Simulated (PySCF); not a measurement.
C4H2N3 (doublet state).
Structure used (GFN2-xTB), in Å, numbered top down from 1:
```xyz
9
C4H2N3 angstrom
N      3.3534   -0.1158   -0.0009
C      2.2056   -0.0753   -0.0012
C      0.8087   -0.0269   -0.0016
N      0.0800    0.7826   -0.8034
C     -1.1867    0.5400   -0.5125
C     -1.2219   -0.4552    0.5050
N      0.0244   -0.7844    0.7987
H     -1.9904    1.0493   -1.0056
H     -2.0596   -0.9083    0.9963
```

Identity: `N#CC1=NC=C[N]1` [radical].

Computed, not measured: PySCF, UKS B3LYP, pcH-1 on C H N, non-relativistic, mean-field spin-orbit, GIAO. Isolated species at its GFN2-xTB geometry, gas phase. The geometry wasn't refined by DFT: couplings that depend on bond lengths, twists or pyramidal angles can differ widely from those at the functional's own minimum. No stability test was run, so a lower SCF solution isn't excluded.

The largest Mulliken spin populations are on C3 (+0.45), C6 (+0.33), C5 (+0.33) and N1 (+0.24). Four atoms exceed +0.15.

Q: Find Q in a(H) = Q·ρ(C) for the protons on the planar carbons that carry spin.

A: 
| H | C | ρ(C) | a(H) (G) | a/ρ (G) |
| --- | --- | --- | --- | --- |
| H8 | C5 | +0.330 | -9.26 | -28.0 |
| H9 | C6 | +0.330 | -9.26 | -28.0 |

These protons share one ρ (within 0.01), so their mean ratio, Q = -28.0 G, is no test of linearity. In every row coupling and population have opposite signs.

Couplings in gauss use g_iso = 2.0027.
